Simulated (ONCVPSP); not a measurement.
# sulfur (S): excitation energies, all-electron against ONCV

S (Z = 16), optimised norm-conserving Vanderbilt (ONCV), made with ONCVPSP 4.0.1 (LDA (Perdew-Zunger), scalar-relativistic). Core [He], reference 2s2 2p6 3s2 3p4. Waves: 2s+3s: rc 0.80 bohr, ncon 4, nbas 8, qcut 17.2 1/bohr, 2 projectors; 2p+3p: rc 0.85 bohr, ncon 4, nbas 7, qcut 14.6 1/bohr, 3 projectors, debl 3.9 Ha; d scattering state at 0.42 Ha: rc 0.65 bohr, ncon 4, nbas 8, qcut 14.4 1/bohr, local. Local part: the d channel. Core correction: none.

Energies are relative to the spin-unpolarised reference configuration 2s2 2p6 3s2 3p4; without spin polarisation the order of configurations can differ from experiment.

```tsv
valence configuration	charge	ΔE all-electron (eV)	error AE − PS (meV)
2s2 2p6 3s2 3p3	+1	11.863	+0.5
2s2 2p6 3s2 3p2	+2	34.236	+3.1
2s2 2p6 3s2 3p1	+3	68.394	+11
```

Task: What are ΔE and the potential's error for 2s2 2p6 3s2 3p0?

Result: ΔE = 115.376 eV all-electron; the error (AE − PS) is +31 meV.

Levels in the configuration 2s2 2p6 3s2 3p1:

```
level  all-electron (eV)  pseudo (eV)
   2s           -252.424     -252.395
   2p           -198.314     -198.107
   3s            -52.284      -52.281
   3p            -40.417      -40.402
```
